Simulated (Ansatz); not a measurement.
Isolated molecules relaxed with PBE0-D4/def2-TZVP in Ansatz; ΔE leaves out vibrations. CCSD(T)/CBS is the MP2 limit (def2-TZVPP, def2-QZVPP) plus CCSD(T) − MP2 in def2-TZVPP, frozen cores. Functionals use def2-TZVPP. B3LYP here is the variant with VWN-RPA as its local correlation; programs differ in this. For Ge outer-core shells are correlated without core-valence functions, which leaves a few kJ/mol of doubt a bond. Scalar relativity is left out up to krypton. Each species was taken in one conformer, which may not be the lowest.

`CSB(Cl)Cl` + `[CH3][GeH]([OH])[F]` → `CSBCl` + `[OH][GeH]([F])[CH2]Cl`  (redistribution)

```
             level  ΔE (kJ/mol)
            PBE-D4        163.2
          B3LYP-D4        162.4
             B3LYP        158.4
     HF/def2-TZVPP        156.6
   CCSD/def2-TZVPP        162.4
CCSD(T)/def2-TZVPP        163.4
     HF/def2-QZVPP        155.9
    MP2/def2-QZVPP        172.6
```

(1) What does CCSD(T)/CBS give? (Estimate.)

Largest T1 diagnostic among the species: 0.013.

Answers

(1) Ansatz gave: +163.8 kJ/mol. The listed levels differ from it by -0.6, -1.4, -5.4, -7.2, -1.4, -0.4, -7.9, 8.8 kJ/mol.

The D4 term adds +4.0 kJ/mol with B3LYP and +1.9 kJ/mol with PBE0; it sums over pairs of atoms, weighted by their polarisabilities, and B3LYP, whose exchange is more repulsive, gets the larger term. In def2-TZVPP, CCSD(T) changes the Hartree–Fock value by +6.8 kJ/mol (the triples alone add +1.0 kJ/mol) and MP2 by +16.1 kJ/mol.
